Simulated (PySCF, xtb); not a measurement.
Mg(Cl)(OMe) (CH3ClMgO), SMILES C[O][Mg][Cl]. Other conformers were not sampled.

Harmonic wavenumbers (cm⁻¹) from GFN2-xTB (xtb) at its own minimum, in rising order: 20, 48, 137, 195, 353, 610, 1112, 1132, 1149, 1408, 1461, 1481, 2874, 2878, 2897.

Q: What does B3LYP-D3(BJ)/def2-SVP (PySCF) give at its own minimum? (Estimate from the structure and the level; the computed values follow.)

A: 76, 76, 151, 151, 359, 710, 1185, 1185, 1277, 1474, 1474, 1483, 2952, 3013, 3013. Paired by order, the mean absolute difference is 61 cm⁻¹ and the zero-point energies are 25.4 and 26.6 kcal/mol.
